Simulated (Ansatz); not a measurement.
Nb₂S₆, relaxed as a singlet with RKS PBE-D4/def2-SVP in Ansatz, starting from the GFN2-xTB geometry. Force threshold 0.03 eV/Å.

In the def2 sets Nb takes a core potential; there is no spin–orbit coupling. The relaxation made no stability test and no search for a lower SCF solution. No other spin state of charge 0 was run. Another isomer (singlet) lies 2.12 eV lower at PBE0-D4/def2-TZVP; other spin states weren't run for this one.

Start:

Cartesian coordinates in Å:
```
Nb 0.295 0.071 -0.096
Nb -1.507 1.289 1.403
S 0.088 -1.860 -1.516
S 0.889 1.638 -1.881
S 2.072 1.728 -0.258
S 0.057 -2.387 0.454
S -3.558 0.965 0.624
S 1.664 -1.443 1.270
```

| step | energy (eV) | largest force component (eV/Å) | SCF passes |
| --- | --- | --- | --- |
| 1 | -68070.4086 | 1.584 | 70 |
| 2 | -68070.9672 | 0.751 | 35 |
| 3 | -68071.3091 | 0.493 | 33 |
| 4 | -68071.6436 | 0.646 | 39 |
| 5 | -68072.0314 | 0.857 | 37 |
| 6 | -68072.4779 | 0.995 | 35 |
| 7 | -68072.9572 | 0.946 | 31 |
| 8 | -68073.2713 | 0.820 | 31 |
| 9 | -68073.4625 | 0.418 | 32 |
| 10 | -68073.5611 | 0.441 | 32 |
| 11 | -68073.5810 | 0.374 | 31 |
| 12 (rejected) | -68073.5379 | 1.332 | 32 |
| 13 | -68073.6082 | 0.053 | 25 |
| 14 | -68073.6106 | 0.043 | 26 |
| 15 (rejected) | -68073.6075 | 0.143 | 30 |
| 16 | -68073.6130 | 0.058 | 25 |
| 17 | -68073.6132 | 0.092 | 26 |
| 18 | -68073.6143 | 0.015 | 26 |

Force components are those of the run's own axes.

End:

| atom | x (Å) | y (Å) | z (Å) |
| --- | --- | --- | --- |
| Nb1 | 0.134 | -0.123 | 0.025 |
| Nb2 | -0.910 | 2.085 | 0.715 |
| S3 | -0.240 | -2.045 | -1.522 |
| S4 | 0.283 | 1.936 | -1.475 |
| S5 | 1.529 | 1.933 | 0.275 |
| S6 | -0.142 | -2.568 | 0.507 |
| S7 | -2.307 | 0.394 | 0.282 |
| S8 | 1.654 | -1.613 | 1.192 |

Bonds formed: Nb1–S7, Nb2–S4, Nb2–S5 (atoms count from 1).

No frequencies were taken in this run, so the end may be a saddle point.

Run time 62 s (4 threads of Arm Neoverse V1 on a shared host).
